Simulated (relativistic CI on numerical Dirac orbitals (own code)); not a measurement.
Ti⁴⁺ in a cubic cluster: L2,3 absorption with charge transfer

Computed with a charge-transfer multiplet model of a cubic metal-ligand cluster with up to 2 ligand holes, Slater and spin-orbit integrals from Dirac-Coulomb-Breit ions, Slater integrals scaled by 0.8. The ground state mixes d0 with configurations of k ligand holes L, whose averages lie at kΔ + k(k − 1)U_dd/2; a core hole lowers each added d electron by U_cd. 300 K, Lorentzian 0.4 eV and Gaussian 0.3 eV FWHM.

Atomic integrals in eV (Slater integrals scaled, ζ unscaled), ground: F2dd 6.578, F4dd 4.090, zeta_d 0.013; with the core hole: F2dd 6.578, F4dd 4.090, zeta_d 0.032, zeta_core 3.741, F2cd 5.066, G1cd 3.785, G3cd 2.149. Where a configuration has fewer than two d electrons, the dd integrals are those of d2.

Cluster parameters (eV): U_dd = 4.7, U_cd = 6.1, 10Dq = 1.4, 10Dq(ligand) = 0.9, V(eg) = 3.15, V(t2g) = -1.35, final-state hopping factor = 1.

```csv
Case,n_d,d0,d1L,d2L2,S
Δ = 1.8 eV,0.81,0.34,0.51,0.15,0.00
Δ = 2.8 eV,0.73,0.39,0.49,0.12,0.00
Δ = 4.8 eV,0.59,0.49,0.43,0.08,0.00
```

Weights, n_d and S are thermal averages at 300 K. Photon energies count from the first peak over 30 % of the highest in each spectrum, which can be another peak from case to case. The parameters are a model scan and need not match a compound or its usual spin state. Peaks in eV (height, largest 100):
- Δ = 1.8 eV: -1.1 (6), 0.0 (44), 2.3 (86), 3.8 (17), 5.6 (56), 7.7 (100)
- Δ = 2.8 eV: 0.0 (36), 2.3 (76), 5.4 (38), 7.8 (100)
- Δ = 4.8 eV: -1.0 (5), 0.0 (35), 2.4 (86), 5.2 (45), 7.9 (100)

Curve for Δ = 1.8 eV (points under 2 left out, the grid thinned):

```csv
E (eV),Intensity
-2.1,2.1
-1.8,3.3
-1.4,3.8
-1.1,5.8
-0.7,6.8
-0.4,16.7
0.0,43.8
0.3,19.0
0.7,7.9
1.0,6.2
1.4,7.2
1.7,13.0
2.1,54.8
2.4,83.1
2.8,26.4
3.1,15.3
3.5,14.5
3.8,17.0
4.2,15.3
4.5,17.7
4.9,29.6
5.2,39.8
5.5,54.8
5.9,38.9
6.2,24.4
6.6,20.1
6.9,25.2
7.3,57.5
7.6,98.8
8.0,87.3
8.3,53.5
8.7,22.6
9.0,20.2
9.4,14.7
9.7,8.3
10.1,5.2
10.4,3.7
10.8,2.9
11.1,2.6
11.5,2.5
11.8,2.2
13.7,2.4
14.0,2.3
18.9,2.4
19.2,2.3
```

A d0 ion has no d-d gap: its lowest excitations are ligand-to-metal charge transfer. With the core hole the configuration with one ligand hole lies at Δ + U_dd − U_cd = 0.4, 1.4, 3.4 eV from the one without, in the order of the table; where this is negative the screened configuration lies lower, though the effective hopping of about 6.7 eV (from the holes of the mixed ground state) mixes the two strongly wherever it is as large as the gap.

With at most 2 ligand holes the space is cut while the next configuration still counts, so covalency is underestimated, and a final configuration with one more ligand hole, which can lie low, is missing from the spectra.
